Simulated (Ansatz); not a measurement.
CH7AlBNSi (`B[SiH2][CH]1[NH][AlH]1`) at its PBE0-D4/def2-TZVP geometry, where that method's forces vanish. Charge 0, multiplicity 1.

```xyz
12

B    -1.7302   -1.4300   -0.5168
Si   -1.0167    0.4369   -0.3968
C     0.4334    0.3766    0.7955
N     1.6862   -0.3456    0.3384
Al    2.0403    1.3365    0.3444
H    -1.1697   -2.2688   -1.1637
H    -2.6483   -1.7981    0.1588
H    -0.5045    0.9431   -1.7104
H    -2.0244    1.4208    0.0988
H     0.1578    0.2043    1.8400
H     1.6723   -1.3304    0.1426
H     3.1038    2.4548    0.0692
```

(1) What forces (eV/Å) does PBE-D4/def2-TZVPP give on these atoms in Ansatz 0.2.0? (An estimate is asked.)

## Answers

(1) Ansatz gave: 
```
B1   0.045  0.146  0.001
Si2 -0.256 -0.143 -0.153
C3  -0.105 -0.042  0.115
N4   0.154 -0.096 -0.001
Al5  0.179  0.433 -0.038
H6   0.072 -0.092 -0.061
H7  -0.089 -0.033  0.083
H8   0.073  0.064 -0.112
H9  -0.085  0.113  0.063
H10 -0.084 -0.042  0.196
H11  0.004 -0.382 -0.063
H12  0.092  0.074 -0.032
```
